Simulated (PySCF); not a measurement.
C4H8O2Si, SMILES CC(=O)[SiH2]C(C)=O (GFN2-xTB optimised geometry):

```
15

C      1.585    -1.899    -1.608
C      1.962    -0.446    -1.607
O      2.457     0.110    -2.560
Si     1.542     0.532     0.000
C     -0.390     0.532     0.000
C     -1.101     1.855     0.000
O     -0.979    -0.525    -0.022
H      0.539    -1.990    -1.316
H      1.746    -2.347    -2.586
H      2.181    -2.420    -0.861
H      2.058     1.896    -0.060
H      1.985    -0.228     1.167
H     -0.798     2.420     0.879
H     -2.181     1.724    -0.005
H     -0.792     2.418    -0.879
```

Level of theory: PBE0/def2-TZVP (PySCF 2.14.0).

Question: What are the frontier orbital energies and the dipole moment?

Answer: HOMO-2 -10.17 eV, HOMO-1 -7.30 eV, HOMO -6.77 eV, LUMO -1.71 eV, LUMO+1 -0.92 eV; dipole moment 2.11 D.

Meta-Löwdin charges at PBE0/def2-TZVP: C1 -0.40, C2 0.20, O3 -0.39, Si4 0.48, C5 0.20, C6 -0.40, O7 -0.40, H8 0.15, H9 0.14, H10 0.14, H11 -0.08, H12 -0.07, H13 0.14, H14 0.14, H15 0.14.
